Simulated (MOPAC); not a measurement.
MOPAC input (AM1):

```
AM1 PRECISE GNORM=0.05 LET XYZ CHARGE=1 GEO-OK AUX(PRECISION=9) THREADS=1
BBr2

Br   -0.00000000 1   -0.00000000 1   -1.76654860 1
B     0.00000000 1    0.00000000 1    0.00000000 1
Br    0.00000000 1    0.00000000 1    1.76654860 1
```

Question: What heat of formation does the run end on?

Answer: 193.19 kcal/mol.
